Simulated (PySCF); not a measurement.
Isomers C₃H₁₁NO₂Si₃:

A. SMILES C/C(C=O)=N\[SiH2][SiH2]O[SiH3]
B. SMILES O=C[C@H]1C[SiH2]N([SiH3])[SiH2]O1
C. SMILES C=C(C=O)O[SiH2]N([SiH3])[SiH3]

Spectrum 1. 1H NMR (400 MHz, computed): δ 9.25 (s, 1H), 6.23 (br s, 1H), 5.62 (s, 2H), 5.61 (br s, 1H), 4.78 (s, 6H). 13C{1H} NMR (computed): δ 196.1 (CH), 162.4 (C), 120.7 (CH2).

Spectrum 2. 1H NMR (400 MHz, computed): δ 9.26 (s, 1H), 5.55 (m, 2H), 5.43 (m, 2H), 4.85 (s, 3H), 2.28 (s, 3H). 13C{1H} NMR (computed): δ 198.7 (CH), 186.2 (C), 19.2 (CH3).

Spectrum 3. 1H NMR (400 MHz, computed): δ 10.02 (d, 1H), 5.32 (m, 1H), 5.17 (m, 1H), 5.07 (m, 1H), 5.02 (m, 1H), 4.73 (s, 3H), 4.12 (m, 1H), 1.31 (m, 1H), 0.59 (m, 1H). 13C{1H} NMR (computed): δ 211.0 (CH), 75.8 (CH), 18.9 (CH2).

[PySCF: shielding tensors at PBE0/pcSseg-1 (GIAO); GFN2-xTB geometry; isolated molecule; non-relativistic Hamiltonian; one averaged value for each set of equivalent atoms; single conformer]

Scale: TMS for 1H (σref 31.72) and 13C (σref 186.93) (reference shieldings calculated alike). Where no couplings were computed, multiplicities follow the n + 1 count of equivalent neighbours, and m marks all less simple cases (inequivalent or close neighbours, rings, F or P nearby). Shifts are as computed. Against solution values, carbons near 30 ppm lie about +3 ppm off and those near 130 ppm about +5 ppm. Of 1309 compounds with measured shifts, 239 miss one by over three times the rms of a fit or turn the order of signals round; such compounds aren't used in these exercises.

Question: Which spectrum belongs to which compound?

Answer: 1–C, 2–A, 3–B.

- Spectrum 1 (C): 3 13C signals; δC 196.1 is an aldehyde carbonyl carbon; δC 162.4 is an alkene carbon bearing oxygen.
- Spectrum 2 (A): 3 13C signals; δC 198.7 is an aldehyde carbonyl carbon; δC 19.2 is a methyl carbon.
- Spectrum 3 (B): 3 13C signals; δC 211.0 is an aldehyde carbonyl carbon; δC 75.8 is an sp3 CH bonded to O, α to a carbonyl.
